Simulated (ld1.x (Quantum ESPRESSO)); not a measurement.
**What one change does to a pseudopotential (Fe (Z = 26), TM)**

* Element: iron (Fe)
* Generator: ld1.x (Quantum ESPRESSO) 7.5
* Type: norm-conserving Troullier–Martins (Kleinman–Bylander form)
* Functional: BLYP
* Relativity: scalar-relativistic
* Frozen core: [Ne] 3s2
* Valence charge: 14
* Reference configuration: 3p6 3d6 4s1 4p0 (charge +1)
* Partial waves: 3p (bound): rc 1.35 bohr; 3d (bound): rc 1.30 bohr; 4s (bound): rc 2.45 bohr
* Local potential: the s channel
* Core correction: none

All-electron outer shells of the reference configuration (BLYP, scalar-relativistic, ld1.x):

```
shell  level (eV)  outermost node (bohr)  outermost maximum (bohr)
   3s     -102.32                   0.33                      0.70
   3p      -68.44                   0.30                      0.72
   3d      -15.91                      –                      0.71
   4s      -12.41                   1.00                      2.29
   4p       -7.41                   1.09                      2.83
```

Change: core correction a·sin(br)/r model core inside 1.54 bohr.

Cutoffs: the cutoffs (Ry, on a coarse ladder) from which the occupation-weighted sum of valence levels, in a spherical-Bessel basis at the reference potential, stays within 10 and 1 mRy of its value at 400 Ry; they do not see the model core or the augmentation charge, which bear on the density cutoff. Errors are all-electron minus pseudo energies relative to the spin-unpolarised reference configuration.

Question: What does the change do?

Answer: The potential gets neither clearly harder nor softer (140 Ry and 200 Ry → 140 Ry and 200 Ry); of the 7 tests that both files solve, the error grows in 3 and shrinks in 0 by more than 15 % and 0.3 meV (median size 243.5 → 266.2 meV); neither file shows a bound ghost at the reference potential, the only one tested. A model core, the more so a compact one, raises the density cutoff, which this test does not measure.

```csv
quantity,base,changed
"cutoff, loose",140 Ry,140 Ry
"cutoff, tight",200 Ry,200 Ry
bound ghosts,none,none
"error for 3p6 3d6 4s2 4p0, meV [ΔE -8.73 eV]",-1.3,-3.1
"error for 3p6 3d6 4s0 4p0, meV [ΔE 16.38 eV]",-8.4,-13
"error for 3p6 3d5 4s0 4p0, meV [ΔE 50.61 eV]",-244,-266
"error for 3p6 3d4 4s0 4p0, meV [ΔE 103.67 eV]",-1068,-1127
"error for 3p5 3d6 4s2 4p0, meV [ΔE 58.75 eV]",-576,-579
"error for 3p6 3d6 4s1.5 4p0, meV [ΔE -5.26 eV]",-0.2,-0.8
"error for 3p6 3d5 4s2 4p0, meV [ΔE 5.38 eV]",-286,-288
s: phases at 2.65 bohr within 0.05 rad from the reference energy up to (Ry; the scan ends near 5),1.9,1.9
p: phases at 2.65 bohr within 0.05 rad from the reference energy up to (Ry; the scan ends near 5),-1.5,-1.5
d: phases at 2.65 bohr within 0.05 rad from the reference energy up to (Ry; the scan ends near 5),-0.1,-0.1
```

Base: These tests converged, but a pseudo level misses the all-electron one widely, so the file describes the atom poorly there or has found another state: 3p6 3d5 4s0 4p0: empty 4p by 2.9 eV (a node warning on the way); 3p6 3d4 4s0 4p0: empty 4p by 4.5 eV. Changed file: These tests converged, but a pseudo level misses the all-electron one widely, so the file describes the atom poorly there or has found another state: 3p6 3d5 4s0 4p0: empty 4p by 2.9 eV; 3p6 3d4 4s0 4p0: empty 4p by 4.5 eV (a node warning on the way).
